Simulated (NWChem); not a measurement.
Ionisation of dimethyl telluride (C₂H₆Te)

SMILES: C[Te]C
```xyz
9

C     -1.5798     0.0000    -1.0664
Te     0.0000     0.0000     0.3959
C      1.5798     0.0000    -1.0664
H     -1.5175    -0.9025    -1.6879
H     -2.5321     0.0000    -0.5189
H     -1.5175     0.9025    -1.6879
H      1.5175    -0.9025    -1.6879
H      2.5321     0.0000    -0.5189
H      1.5175     0.9025    -1.6879
```
Charge 0, spin multiplicity 1.

The numbers come from NWChem runs, not from measurements. All single points use one geometry, from PBE0/def2-SVP with def2 effective core potentials on Te, held to C2v symmetry and with no frequency check, so it may be a saddle point.

Basis set: def2-TZVP. −ε marks an orbital energy of the parent.

Effective core potentials replace the inner electrons of Te; spin-orbit coupling is left out. B3LYP has NWChem's definition, with VWN1-RPA local correlation.

For the first vertical ionisation energy, −ε(HOMO) of HF gives 7.93 eV and −ε(HOMO) of PBE gives 4.64 eV. What do −ε(HOMO) of B3LYP, −ε(HOMO) of LDA (SVWN5), −ε(HOMO) of BHandHLYP give?

−ε(HOMO) of B3LYP: 5.47 eV; −ε(HOMO) of LDA (SVWN5): 4.77 eV; −ε(HOMO) of BHandHLYP: 6.57 eV.
